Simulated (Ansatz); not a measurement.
The Si1–H2 bond of H2OSi (SMILES O[SiH]) is stretched (multiplicity 1, the rest rigid).
Geometry at rest (charge 0, multiplicity 1):
```xyz
4

Si    -0.37783    -0.33484     0.39442
H     -1.53700    -0.16844    -0.61414
O      0.78278     0.49643    -0.45047
H      0.56442     0.88475    -1.30394
```

Cores are frozen in the correlated methods.

The values were computed with Ansatz (an electronic-structure program). Values without a source in brackets are computed.

Energies above the point at 1.545 Å (the B3LYP-D3(BJ) bond length), FIC-MRCISD+Q on CASSCF(2,2)/cc-pV(T+d)Z (kcal/mol): 4.33 at 1.391 Å; 3.22 at 1.700 Å; 77.01 at 4.946 Å.

Task: Take the last value as the depth D of a Morse curve D(1 − e^(−a(R − R₀)))², fit a and R₀ to the two near points, and test it at 2.086 and 2.705 Å.

Result: 
With D = 77.0, both near points (counted from the curve's value at 1.545 Å) are met by a = 1.43 Å⁻¹ and R₀ = 1.540 Å, so k = 2Da² = 314 kcal/(mol Å²). The curve then gives 22.6 and 50.6 kcal/mol; the level itself gives 22.6 and 52.9, so Morse is off by 0.0 and -2.4.
